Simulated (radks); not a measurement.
The numbers below are computed, except where a source is named.
Question: Radial electron density D(r) = 4 pi r^2 rho(r) of an atom or ion with 18 electrons. Level of theory: non-relativistic Kohn-Sham, PBEsol, spin-polarised, spherical densities, point nucleus (a radial shooting solver on a logarithmic mesh with Libxc functionals).

| r (bohr) | D(r) (e/bohr) |
|---|---|
| 0.001952 | 1.827 |
| 0.002442 | 2.750 |
| 0.003055 | 4.098 |
| 0.003791 | 5.951 |
| 0.004743 | 8.633 |
| 0.005934 | 12.29 |
| 0.007364 | 16.88 |
| 0.009213 | 22.81 |
| 0.01153 | 29.72 |
| 0.01442 | 37.02 |
| 0.0179 | 43.47 |
| 0.02239 | 48.18 |
| 0.02801 | 49.71 |
| 0.03477 | 47.96 |
| 0.04349 | 44.46 |
| 0.05441 | 42.65 |
| 0.06753 | 45.55 |
| 0.08449 | 53.04 |
| 0.1057 | 59.26 |
| 0.1312 | 56.52 |
| 0.1641 | 42.79 |
| 0.2053 | 26.96 |
| 0.2548 | 20.91 |
| 0.3188 | 24.13 |
| 0.3989 | 24.89 |
| 0.495 | 17.09 |
| 0.6193 | 6.868 |
| 0.7748 | 1.491 |
| 0.9616 | 0.1712 |
| 1.203 | 0.007536 |

What is the nuclear charge?

Answer: Z = 40. The innermost maximum, from 1s, lies near 1/Z = 0.025 bohr (found: 0.0276), and its height grows with Z. The density is that of the zirconium ion Zr22+ in [Ar]; the configuration itself is not fixed sharply by these data, and Z only to a few units. D(r) has 3 maxima, at r = 0.0276, 0.112, 0.365 bohr, and minima at 0.0536, 0.257 bohr, inside which lie 2.04, 10.41 electrons.
